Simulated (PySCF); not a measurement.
# Excitation energy of Si by level of theory

Si [Ne] 3s2 3p2 (3P) → Si [Ne] 3s1 3p2 3d1 (high-spin determinant), as a difference of total energies. All numbers are calculated (PySCF 2.14, no relativity, point nucleus, in aug-cc-pwCVDZ (6s5p3d, 36 functions)). Correlated levels: valence and next inner shell: 1s2 frozen. The calculations carry no spin-orbit coupling.

```json
{"method": "UHF", "excitation energy (eV)": "10.838"}
{"method": "MP2 (valence and next inner shell)", "excitation energy (eV)": "11.944"}
{"method": "SCS-MP2 (valence and next inner shell)", "excitation energy (eV)": "12.205"}
{"method": "CCSD (valence and next inner shell)", "excitation energy (eV)": "11.921"}
{"method": "CCSD(T) (valence and next inner shell)", "excitation energy (eV)": "11.846"}
```

How much does correlation contribute at CCSD(T) (valence and next inner shell)?

11.846 − (10.838) = 1.008 eV, measured against UHF.

The upper state lies above the first ionisation limit, but in LS coupling its spin forbids autoionisation to the ground ion.

The promoted electron is Rydberg-like, and one or two diffuse shells describe it only roughly, which tends to raise the upper state.

The coupled-cluster amplitudes are large for the upper state (T1 above 0.03 or a double amplitude above 0.15), so a single reference is strained.

The determinant of the upper state mixes LS terms, which raises its energy above the lowest term, most at the Hartree-Fock and MP2 levels.
